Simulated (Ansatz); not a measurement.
Computed with Ansatz on PBE0-D4/def2-TZVP structures; ΔE is electronic, products minus reactants. CBS: MP2 limit from def2 TZ/QZ plus the TZ coupled-cluster correction, frozen cores. This one scheme is used for every species. DFT in def2-TZVPP. B3LYP here is the variant with VWN-RPA as its local correlation; programs differ in this. HSE06 is defined as in plane-wave codes. For Ga outer-core shells are correlated without core-valence functions, which leaves a few kJ/mol of doubt a bond. Scalar relativity is left out up to krypton. One conformer a species, not always the lowest.

Consider the cleavage of the Si–Si bond: `O[Si](F)(F)[SiH3]` + `[OH][GaH][SH]` → `[SiH3][O][GaH][SH]` + `O[SiH](F)F`.

| level | ΔE (kJ/mol) | difference from CCSD(T)/CBS |
| --- | --- | --- |
| LDA (SPW92) | -88.0 | 26.1 |
| PBE-D4 | -84.7 | 29.4 |
| revPBE-D4 | -85.1 | 29.0 |
| r2SCAN-D4 | -105.7 | 8.4 |
| B97M-V | -108.7 | 5.4 |
| PBE0-D4 | -95.8 | 18.3 |
| B3LYP-D4 | -110.8 | 3.3 |
| r2SCANh-D4 | -108.0 | 6.1 |
| r2SCAN0-D4 | -111.3 | 2.8 |
| HSE06-D4 | -95.8 | 18.3 |
| BHLYP-D4 | -124.6 | -10.5 |
| ωB97X-V | -107.5 | 6.6 |
| ωB97M-V | -113.5 | 0.6 |
| B2PLYP | -116.5 | -2.4 |
| PBE-QIDH | -111.6 | 2.5 |
| PBE | -83.6 | 30.5 |
| revPBE | -81.4 | 32.7 |
| BLYP | -100.7 | 13.4 |
| r2SCAN | -105.3 | 8.8 |
| PBE0 | -94.8 | 19.3 |
| B3LYP | -109.1 | 5.0 |
| r2SCANh | -107.6 | 6.5 |
| r2SCAN0 | -110.9 | 3.2 |
| HSE06 | -94.9 | 19.2 |
| CAM-B3LYP | -115.0 | -0.9 |
| LC-ωPBE | -100.4 | 13.7 |
| RPA@PBE/def2-TZVPP | -116.2 | -2.1 |
| HF/def2-SVP | -130.2 | -16.1 |
| MP2/def2-SVP | -119.8 | -5.7 |
| CCSD/def2-SVP | -114.4 | -0.3 |
| CCSD(T)/def2-SVP | -112.5 | 1.6 |
| HF/def2-TZVPP | -139.5 | -25.4 |
| MP2/def2-TZVPP | -124.6 | -10.5 |
| CCSD/def2-TZVPP | -119.0 | -4.9 |
| CCSD(T)/def2-TZVPP | -116.1 | -2.0 |
| MP2/def2-QZVPP | -124.2 | -10.1 |
| SCS-MP2/def2-QZVPP | -127.3 | -13.2 |
| HF/CBS(def2) | -142.0 | -27.9 |
| MP2/CBS(def2) | -122.6 | -8.5 |
| CCSD/CBS(def2) | -116.9 | -2.8 |
| CCSD(T)/CBS | -114.1 | 0 |

Largest T1 diagnostic among the species: 0.014.

In def2-TZVPP, CCSD(T) changes the Hartree–Fock value by +23.4 kJ/mol (the triples alone add +2.8 kJ/mol) and MP2 by +14.9 kJ/mol. From BLYP to BHLYP (50 % exact exchange), in def2-TZVPP and without D4, ΔE moves by −22.5 kJ/mol. Leaving LDA and LC-ωPBE aside and taking each functional with its dispersion term where it has one, the values spread over 39.9 kJ/mol, from BHLYP-D4 to PBE-D4. LDA lies −4.3 kJ/mol from PBE without D4.
